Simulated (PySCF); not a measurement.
InCl2, SMILES [Cl][In+][Cl], charge +1.

Coordinates come from a r2SCAN-D4/def2-TZVP optimisation. The multiplicity is an assumed one; other spin states were not compared. The isomer is the one that the SMILES or the coordinates give; other isomers of the formula were not compared. The def2 effective core potentials stand for the cores of In; spin–orbit coupling is left out.

All values below come from TDA-PBE0/def2-SVPD in PySCF.

Vertical excitations; the highest root listed may be one member of a degenerate set. The molecule is in vacuum. State labels are in the subgroup D2h.

Q: List the lowest excited states. (An estimate is asked for; the answer gives what the named calculation found.)

A: 
```
state  symmetry  energy (eV)  λ (nm)      f                                              main pairs
-----  --------  -----------  ------  -----  ------------------------------------------------------
S1          B2g         4.44     279  0.000                            HOMO−1→LUMO (degenerate set)
S2          B3g         4.44     279  0.000                              HOMO→LUMO (degenerate set)
S3          B3u         4.91     252  0.018                            HOMO−2→LUMO (degenerate set)
S4          B2u         4.91     252  0.018                            HOMO−3→LUMO (degenerate set)
S5          B1u         6.48     191  0.025  HOMO−4→LUMO 43 %, HOMO−1→LUMO+2 28 %, HOMO→LUMO+1 28 %
S6           Au         6.54     190  0.000                    HOMO−1→LUMO+1 50 %, HOMO→LUMO+2 50 %
S7          B1u         6.58     188  0.000             HOMO→LUMO+1, HOMO−1→LUMO+2 (degenerate set)
S8           Au         6.58     188  0.000             HOMO→LUMO+2, HOMO−1→LUMO+1 (degenerate set)
S9          B1g         6.94     179  0.000                  HOMO−2→LUMO+1 50 %, HOMO−3→LUMO+2 50 %
S10          Ag         7.01     177  0.000                  HOMO−2→LUMO+2 50 %, HOMO−3→LUMO+1 50 %
T1          B2g         3.97     312      0                            HOMO−1→LUMO (degenerate set)
T2          B3g         3.97     312      0                              HOMO→LUMO (degenerate set)
T3          B3u         4.37     284      0                            HOMO−2→LUMO (degenerate set)
T4          B2u         4.37     284      0                            HOMO−3→LUMO (degenerate set)
```
Triplets are in the Tamm–Dancoff approximation.
